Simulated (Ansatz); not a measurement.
System: CH$_{3}$Be (charge 0, doublet). SMILES: [Be][CH3]
Geometry from a B3LYP-D3(BJ)/def2-TZVP (Ansatz, an electronic-structure program) optimisation:
```
C
H 1 1.0954
H 1 1.0954 2 107.40
H 1 1.0954 2 107.40 3 115.26
Be 1 1.6857 2 111.47 3 -122.37
```
Charge 0, spin multiplicity 2.

Quantity: vertical ionisation energy to the singlet, in eV. Terms: 6-311+G** with 5d; no dispersion term unless named; six Cartesian d functions in 6-31G* and its kin unless marked 5d; non-relativistic; no spin-orbit coupling; each state is the SCF solution reached for its charge and spin; open shells spin-unrestricted. First-principles rows: single points at B3LYP-D3(BJ) geometries (Ansatz). The spin state of an ion or metal species was assumed, not searched.

```
level             program  vertical ionisation energy to the singlet (eV)
----------------  -------  ----------------------------------------------
B3LYP/STO-3G       Ansatz                                            7.04
B3LYP/3-21G        Ansatz                                            7.91
B3LYP/6-31G*       Ansatz                                            7.87
B3LYP/6-311+G**    Ansatz                                            7.99
B3LYP/def2-TZVPD   Ansatz                                            7.98
```

No value to compare with is used here. The 4 habitual levels span 7.04 (B3LYP/STO-3G) to 7.99 eV (B3LYP/6-311+G**); B3LYP/def2-TZVPD gives 7.98.

The sets are all those run for this method; runs whose electronic state is in doubt are left out.
